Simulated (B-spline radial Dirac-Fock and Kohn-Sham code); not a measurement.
# Tl 4s: cross section and angular parameters

System: the Tl atom, 1s2 2s2 2p6 3s2 3p6 3d10 4s2 4p6 4d10 4f14 5s2 5p6 5d10 6s2 6p1; threshold 846.2 eV (tabulated edge). Method: Dirac-Hartree-Slater photoionisation with a Latter tail; cross sections with all multipoles, angular parameters from the dipole term and its interference with E2. Computed with a B-spline atomic structure program.

The run's input, task.json:

```json
{"items": [{
  "Z": 81,
  "q": 0,
  "cfg": [[1, 0, 2], [2, 0, 2], [2, 1, 6], [3, 0, 2], [3, 1, 6], [3, 2, 10], [4, 0, 2], [4, 1, 6], [4, 2, 10], [4, 3, 14], [5, 0, 2], [5, 1, 6], [5, 2, 10], [6, 0, 2], [6, 1, 1]],
  "A": 205,
  "rrms": 5.4759,
  "do": "xps",
  "hv": [100, 160.0, 182.0, 200, 237.0, 300, 390.0, 407.0, 425.0, 451.0, 480.0, 545.0, 600, 687.0, 1090.0, 1180.0, 1230.0, 1253.6, 1360.0, 1490.0, 1830.0, 2720.0, 4000, 6000, 6030.0, 7300.0, 9450.0, 9940.0, 11600.0, 12000],
  "edges": {"K": 85530.0, "L1": 15347.0, "L2": 14698.0, "L3": 12658.0, "M1": 3704.0, "M2": 3416.0, "M3": 2957.0, "M4": 2485.0, "M5": 2389.0, "N1": 846.2, "N2": 720.5, "N3": 609.5, "N4": 405.7, "N5": 385.0, "N6": 122.2, "N7": 117.8, "O1": 136.0, "O2": 94.6, "O3": 73.5}
}]}
```

Command: `python xray2_run.py task.json out`

For linearly polarised light dσ/dΩ = σ/(4π) [1 + β P₂(cos θ) + (δ + γ cos²θ) sin θ cos φ], with θ from the polarisation vector and φ the angle between the beam and the projection of the electron momentum on the plane normal to the polarisation.

```tsv
hν (eV)	σ (kb)	β	γ
1090	38.6	1.739	0.768
1180	35.6	1.762	0.767
1230	34.1	1.772	0.764
1253.6	33.4	1.777	0.762
1360	30.4	1.795	0.749
1490	27.1	1.811	0.728
1830	20.7	1.840	0.658
2720	11.7	1.876	0.467
4000	6.27	1.898	0.233
6000	3.11	1.913	-0.008
6030	3.08	1.913	-0.010
7300	2.17	1.918	-0.098
9450	?	?	?
9940	1.22	1.925	-0.177
11600	0.906	1.927	-0.175
12000	0.848	1.928	-0.170
```

Problem. Give the values at 9450 eV.

Solution. σ = 1.34 kb, β = 1.924, γ = -0.171. For an s subshell δ is negligible.
